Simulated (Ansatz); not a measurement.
Species: CdS, net charge 0, singlet state. SMILES: [S]=[Cd]
Geometry: optimised at B3LYP-D3(BJ)/def2-TZVP (Ansatz, a first-principles code).

Property: vertical ionisation energy (to the doublet state of charge +1; each state is the SCF solution reached for its spin; for the singlet the Hartree-Fock reference is unstable and T1 is 0.024), in eV. Correlated levels leave the core frozen unless marked. UHF or UKS for open shells. Spin-orbit coupling is left out. Frozen are the shells of the preceding noble gas and the d and f shells that filled before the atom's block. In def2 rows, elements after Kr have scalar-relativistic effective core potentials. CBS marks a two-point X^-3 extrapolation of the correlation energy; Hartree-Fock from the larger set.

```csv
level,program,vertical ionisation energy (eV)
SVWN5/def2-TZVPD,Ansatz,…
PBE/def2-TZVPD,Ansatz,…
r2SCAN/def2-TZVPD,Ansatz,8.23
B3LYP/def2-TZVPD,Ansatz,…
wB97M-V/def2-TZVPD,Ansatz,8.11
CCSD/def2-SVPD,Ansatz,7.89
CCSD/def2-TZVPPD,Ansatz,7.98
"CCSD(T)/CBS(def2-TZVPPD,def2-QZVPPD)",Ansatz,…
```

Q: Complete the blanks.

A: 
- SVWN5/def2-TZVPD, vertical ionisation energy (eV): 8.74
- PBE/def2-TZVPD, vertical ionisation energy (eV): 8.38
- B3LYP/def2-TZVPD, vertical ionisation energy (eV): 8.33
- CCSD(T)/CBS(def2-TZVPPD,def2-QZVPPD), vertical ionisation energy (eV): 8.39
